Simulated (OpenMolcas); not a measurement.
## Ionisation energies of phosphorus

| Quantity | Value |
| --- | --- |
| Program | OpenMolcas |
| Basis | ANO-L-VTZP [5s4p2d1f] |
| Scalar Hamiltonian | non-relativistic, point nucleus |
| Spin-orbit coupling | RASSI with atomic mean-field integrals over the reference wave functions, term energies averaged over their components |

Active shells in each charge state: the valence s, p shells, with orbitals averaged over the low states. Where CASPT2's correlated closed shells are named, they are those of the first ion.

A. CASSCF
B. SS-CASPT2, IPEA 0.25 Eh, imaginary shift 0.1 Eh (closed shells correlated: 2s 2p)
C. SS-CASPT2, IPEA 0 Eh, imaginary shift 0.1 Eh (closed shells correlated: 2s 2p)

Energies in eV between the lowest computed levels (charge -1 gives the electron affinity), named as in B; reference values from the NIST Atomic Spectra Database with their kind.

```csv
From,To,A,B,C,Spin-orbit share in B,Reference
P- 3s2 3p4 3P2,P 3s2 3p3 4S* 3/2,-0.533,0.410,0.347,+0.011,
P 3s2 3p3 4S* 3/2,P+ 3s2 3p2 3P0,9.664,10.343,10.463,-0.035,10.487 (measured)
P+ 3s2 3p2 3P0,P2+ 3s2 3p 2P* 1/2,18.780,19.480,19.602,-0.007,19.769 (semi-empirical)
P2+ 3s2 3p 2P* 1/2,P3+ 3s2 1S0,28.959,29.746,29.870,+0.041,30.203 (measured)
P3+ 3s2 1S0,P4+ 3s 2S 1/2,50.952,51.030,51.032,+0.000,51.444 (measured)
P4+ 3s 2S 1/2,P5+ 2p6 1S0,64.440,64.479,64.480,+0.000,65.025 (measured)
```

Error against the reference values, in %:

```tsv
From	Reference	A	B	C
P	measured	-7.8	-1.4	-0.2
P+	semi-empirical	-5.0	-1.5	-0.8
P2+	measured	-4.1	-1.5	-1.1
P3+	measured	-1.0	-0.8	-0.8
P4+	measured	-0.9	-0.8	-0.8
```

Mean absolute error over the 4 measured values: A 0.79 eV, B 0.39 eV, C 0.33 eV. C lies closest.

No diffuse functions were added, so the electron affinity comes out too small, and without dynamic correlation a bound anion can come out unbound.

* marks odd parity.
